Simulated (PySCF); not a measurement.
Harmonic spectrum computed at PBE0 in the def2-TZVP basis family (core potentials from Rb on, PySCF, no spin–orbit coupling):

```tsv
ω (cm⁻¹)	IR (km/mol)
1047	7.6
1218	19.5
2143	239
```

Problem. Which molecule gave it? In each, all ligands are bound to the one heavy central atom.
A. HAsN (doublet)
B. HPdN (triplet)
C. HSN (singlet)
D. HSiN (singlet)
E. HGeN (singlet)

Solution. C. It has Cs symmetry with S–H 1.417 Å, S–N 1.488 Å.
